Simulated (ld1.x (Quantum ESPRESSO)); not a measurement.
Transferability test, TM potential for Hg

| Quantity | Value |
| --- | --- |
| Element | mercury |
| Generator | ld1.x (Quantum ESPRESSO) 7.5 |
| Type | norm-conserving Troullier–Martins (Kleinman–Bylander form) |
| Functional | PBEsol |
| Relativity | scalar-relativistic |
| Frozen core | [Kr] 4d10 4f14 |
| Valence charge | 20 |
| Reference configuration | 5s2 5p6 5d10 6s2 6p0 |
| Partial waves | 5s (bound): rc 1.25 bohr; 5p (bound): rc 1.60 bohr; 5d (bound): rc 2.20 bohr |
| Local potential | all-electron potential smoothed inside 1.35 bohr (lloc = -1) |
| Core correction | none |

Occupied shells without a wave of their own: 6s. They enter only through the test configuration that unscreens the potential.

Energies are relative to the spin-unpolarised reference configuration 5s2 5p6 5d10 6s2 6p0; without spin polarisation the order of configurations can differ from experiment. The frozen-core shift is the all-electron ΔE with the core orbitals held at their reference shape minus the fully relaxed ΔE.

```json
{"valence configuration": "5s2 5p6 5d10 6s1 6p0", "charge": "+1", "ΔE all-electron (eV)": "10.740", "error AE − PS (meV)": "-314", "frozen-core shift (meV)": "+4.0"}
{"valence configuration": "5s2 5p6 5d10 6s0 6p0", "charge": "+2", "ΔE all-electron (eV)": "29.744", "error AE − PS (meV)": "-762", "frozen-core shift (meV)": "+10"}
{"valence configuration": "5s1 5p6 5d10 6s2 6p0", "charge": "+1", "ΔE all-electron (eV)": "125.606", "error AE − PS (meV)": "-179", "frozen-core shift (meV)": "+137"}
{"valence configuration": "5s2 5p6 5d10 6s1 6p1", "charge": "0", "ΔE all-electron (eV)": "6.128", "error AE − PS (meV)": "-184", "frozen-core shift (meV)": "+1.8"}
{"valence configuration": "5s2 5p6 5d9 6s2 6p1", "charge": "0", "ΔE all-electron (eV)": "10.414", "error AE − PS (meV)": "+126", "frozen-core shift (meV)": "-3.8"}
```

Problem. What are ΔE and the potential's error for 5s2 5p6 5d9 6s0 6p0?

Solution. ΔE = 65.298 eV all-electron; the error (AE − PS) is -1035 meV.

Problem. What are ΔE and the potential's error for 5s2 5p6 5d8 6s0 6p0?

Solution. ΔE = 115.081 eV all-electron; the error (AE − PS) is -1331 meV.

Levels in the configuration 5s2 5p6 5d9 6s0 6p0:

```json
{"level": "5s", "all-electron (eV)": "-152.493", "pseudo (eV)": "-152.900"}
{"level": "5p", "all-electron (eV)": "-100.572", "pseudo (eV)": "-100.954"}
{"level": "5d", "all-electron (eV)": "-42.505", "pseudo (eV)": "-42.782"}
```

ld1.x printed “convergence not achieved” for 6 of the counted tests; their residual had stalled under 1e-8, short of the target of 1e-14. The 6s level has no wave, so the channel is fitted at the deeper level alone: the likely source of the large errors. A variational frozen-core shift is positive and of second order in the change. This column holds negative values, so the frozen-core run of ld1.x carries numerical noise or an error of first order here, and the column gives no more than the rough size of the effect.
